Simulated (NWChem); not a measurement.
# C$_{2}$H$_{4}$FNOSi; SMILES C[Si@@H](F)N=C=O

```xyz
10

C     -1.5736     1.5616     0.2812
Si     0.0148     0.8573    -0.3872
F      1.2665     1.4746     0.4212
N      0.0367    -0.8432    -0.1713
C      0.1700    -2.0163     0.0493
O      0.2819    -3.1702     0.2549
H     -1.6894     1.3288     1.3455
H     -1.5982     2.6512     0.1669
H     -2.4357     1.1453    -0.2527
H      0.2234     1.1357    -1.8250
```
Atoms are numbered in this order, from 1.

Results from NWChem. Pople sets run with spherical d functions. Structure relaxed at the B3LYP/6-31G* (spherical d) level. Vzz is the largest principal value of the second derivative of the potential at the nucleus (NWChem prints the opposite sign); η is the asymmetry. Non-relativistic.

For level PBE/def2-SVP:

```yaml
Vzz O6 (a.u.): 0.710
```

Question: What are these values for level PBE/6-31G*?

Answer: 
| Property | Value |
|---|---|
| Vzz O6 (a.u.) | 0.773 |
